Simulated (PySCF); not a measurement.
## A small calculation by hand: oscillator strength and radiative lifetime

Sn(H)(F)2(vinyl) (C2H4F2Sn), SMILES C=[CH][SnH]([F])[F].

Geometry: PBE0-D3(BJ)/def2-SVP. The structure was generated by enumeration; whether it is a known compound was not checked. The def2 effective core potentials stand for the cores of Sn; spin–orbit coupling is left out. The values are those of a single conformer.

TDA-ωB97X/def2-SVPD (PySCF) puts the first singlet state with f over 0.02 at 7.70 eV (vertical), with the transition dipole (1.684, -0.188, 0.000) in atomic units.

Problem. Find the oscillator strength, the wavelength and the radiative lifetime that this transition would have in vacuum if emission retraced absorption.

Solution. 
|μ|² = 2.8712 au, so |μ| = 4.31 D. ΔE = 7.70/27.211 = 0.2830 hartree. f = (2/3) ΔE |μ|² = 0.542 (the program prints 0.541).
λ = 1239.84/7.70 = 161 nm; ν = 62105 cm⁻¹.
Einstein's coefficient A = 0.6670 ν² f s⁻¹ (ν in cm⁻¹) = 1.4e9 s⁻¹, so τ = 1/A = 0.72 ns. This state is S3; the lower singlets have f = 0.002, 0.019. The figure is the radiative limit of this one transition; relaxation, internal conversion, crossing to triplets and a medium change what is measured.
